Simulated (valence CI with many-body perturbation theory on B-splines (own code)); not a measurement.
**Assign the levels of Gd XIV**

Computed by configuration interaction combined with many-body perturbation theory (CI+MBPT): five valence electrons over a frozen Dirac-Fock core [Kr] 4d10, a basis of 7 s, 7 p, 7 d, 7 f, 4 g, 2 h functions for each j, with the one-electron correlation potential Σ1, the two-electron term Σ2, the three-electron term Σ3, Breit, model QED; selected CI, second order for the rest, scaled by the run's own slope (own B-spline code, finite nucleus).

No measured levels were compared; by estimate terms of the open shell hold to a few per cent of their energy, and close levels can change places; configurations with another count of f electrons can be misplaced by thousands of cm⁻¹. Among the levels kept, up to 1200 cm⁻¹ of a level comes from second order outside the variational space, and about a tenth of that is noise between levels of different J, which matters for small intervals. The lowest computed level is not the ground level that NIST lists (6H°5/2, for many ions itself from theory).

| No. | J | Parity | E (eV) | g |
| --- | --- | --- | --- | --- |
| 1 | 9/2 | odd | 0.0000 | 0.736 |
| 2 | 11/2 | odd | 0.5905 | 0.966 |
| 3 | 13/2 | odd | 1.187 | 1.105 |
| 4 | 15/2 | odd | 1.780 | 1.195 |
| 7 | 5/2 | odd | 2.902 | 1.032 |
| 11 | 11/2 | odd | 3.768 | 1.101 |
| 12 | 5/2 | odd | 3.853 | 0.578 |
| 14 | 13/2 | odd | 4.316 | 0.936 |
| 17 | 7/2 | even | 4.643 | 0.450 |
| 19 | 15/2 | odd | 4.886 | 1.057 |
| 20 | 9/2 | even | 4.894 | 0.830 |
| 22 | 11/2 | odd | 5.155 | 1.249 |

Energies count from the lowest level. Strongly mixed levels and levels close to another of their J and parity are left out, so the numbers can have gaps.

(1) Give configuration and LS term of each level.

## Answers

(1) 1: 4f3 5s2 4I°; 2: 4f3 5s2 4I°; 3: 4f3 5s2 4I°; 4: 4f3 5s2 4I°; 7: 4f3 5s2 4F°; 11: 4f3 5s2 2H°; 12: 4f3 5s2 4G°; 14: 4f3 5s2 2K°; 17: 4f4 5s 6I; 19: 4f3 5s2 2K°; 20: 4f4 5s 6I; 22: 4f3 5s2 4G°.
